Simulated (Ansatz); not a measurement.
Program: Ansatz. Geometries: PBE0-D4/def2-TZVP. ΔE: electronic, gas phase. CCSD(T)/CBS adds triple-zeta CCSD(T) − MP2 to the extrapolated MP2 energy (def2 sets, frozen cores). This one scheme is used for every species. DFT in def2-TZVPP. def2 core potentials past Kr. For Sn outer-core shells are correlated without core-valence functions, which leaves a few kJ/mol of doubt a bond. One conformer a species, not always the lowest.

Consider the formal exchange of groups at the Sn–O bond: `FC[O][SnH3]` + SiH₄ → `[SiH3][SnH3]` + `OCF`.

| level | ΔE (kJ/mol) |
| --- | --- |
| PBE-D4 | -16.0 |
| r2SCANh | -8.1 |
| HF/def2-SVP | 1.0 |
| CCSD(T)/def2-SVP | 1.9 |

(1) What does CCSD(T)/CBS give? (An estimate is asked.)

Largest T1 diagnostic among the species: 0.013.

## Answers

(1) The calculation gave: -2.6 kJ/mol. The listed levels differ from it by -13.4, -5.5, 3.6, 4.5 kJ/mol.

Leaving LDA and LC-ωPBE aside and taking each functional with its dispersion term where it has one, the values, not all of them listed here, spread over 22.3 kJ/mol, from HSE06-D4 to B97M-V. LDA lies −5.6 kJ/mol from PBE without D4. In def2-TZVPP, CCSD(T) changes the Hartree–Fock value by −8.6 kJ/mol (the triples alone add +0.8 kJ/mol) and MP2 by −7.2 kJ/mol.
